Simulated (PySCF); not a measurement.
All of these have the formula C5H9O2P. The calculation used TDDFT B3LYP/def2-SVPD, vertical, gas phase, core orbitals frozen in the response in PySCF. Geometries: GFN2-xTB; one conformer of each isolated species. Triplets are in the Tamm–Dancoff approximation.

A. `COC(=O)PC1CC1`
B. `CC[P@](=O)(CC#C)O`
C. `C(C)(C)[P@](O)(C#C)=O`
D. `O=C1CC[PH](=O)CC1`

Lowest singlet levels (six at most, fewer where fewer were computed) with oscillator strengths:

1. 191 nm (f 0.012); 188 nm (f 0.021); 186 nm (f 0.002); 184 nm (f 0.007); 174 nm (f 0.004); 171 nm (f 0.031); T1 5.42 eV
2. 240 nm (f 0.029); 201 nm (f 0.056); 198 nm (f 0.010); 192 nm (f 0.030); 188 nm (f 0.066); 176 nm (f 0.021); T1 4.46 eV
3. 290 nm (f 0.000); 216 nm (f 0.000); 206 nm (f 0.003); 189 nm (f 0.004); 178 nm (f 0.002); 176 nm (f 0.025); T1 3.72 eV
4. 205 nm (f 0.000); 198 nm (f 0.007); 195 nm (f 0.002); 194 nm (f 0.003); 192 nm (f 0.002); 177 nm (f 0.030); T1 5.08 eV

Problem. Which spectrum belongs to which structure?

Solution. 1 = B, 2 = A, 3 = D, 4 = C.
- A: S1 at 5.16 eV, HOMO→LUMO (85%), HOMO-1→LUMO (9%); Löwdin shares by element: HOMO phosphorus 44%, oxygen 19% or more, carbon 17% or more (atoms not listed hold the other 20%); LUMO oxygen 36%, carbon 31% or more, phosphorus 19%; HOMO -6.79 and LUMO -0.49 eV.
- B: S1 at 6.49 eV, HOMO→LUMO (42%), HOMO→LUMO+2 (28%); Löwdin shares by element: HOMO carbon 42% or more, oxygen 31% or more (atoms not listed hold the other 27%); LUMO oxygen 22% or more, carbon 16% or more, hydrogen 12% or more (atoms not listed hold the other 51%); HOMO -7.44 and LUMO -0.02 eV.
- C: S1 at 6.06 eV, HOMO-1→LUMO (41%), HOMO→LUMO (26%), HOMO-1→LUMO+1 (10%); Löwdin shares by element: HOMO oxygen 56% or more, carbon 16% or more, phosphorus 13%; LUMO carbon 56% or more, phosphorus 12%, oxygen 8% or more (atoms not listed hold the other 24%); HOMO -7.96 and LUMO -0.66 eV.
- D: S1 at 4.28 eV, HOMO→LUMO (97%); S1 has the pattern of n→π* at C=O; HOMO -7.28 and LUMO -1.20 eV; point group Cs, 2 of its 6 listed states under f = 0.0005.
